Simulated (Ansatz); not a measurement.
`[GeH3][S]c1ccccc1`, charge 0, multiplicity 1.

Task: Give a relaxed structure at PBE0-D4/def2-TZVP (Ansatz). (An estimate is asked.)

Result: Ansatz gave: 
Cartesian coordinates in Å:
```
Ge -1.4901 -2.5670 -0.4479
S -0.1344 -1.4506 -1.8098
C 0.2554 -0.1050 -0.7141
C -0.5234 1.0481 -0.7185
C -0.1971 2.1088 0.1119
C 0.9067 2.0271 0.9480
C 1.6863 0.8799 0.9503
C 1.3645 -0.1841 0.1222
H -2.6861 -1.6773 -0.0726
H -1.9527 -3.8068 -1.2272
H -0.7228 -2.9713 0.8211
H -1.3819 1.1066 -1.3769
H -0.8083 3.0040 0.1030
H 1.1608 2.8583 1.5954
H 2.5521 0.8113 1.5989
H 1.9709 -1.0819 0.1164
```
Point group Cs.
This is one stationary point; other conformers may exist.
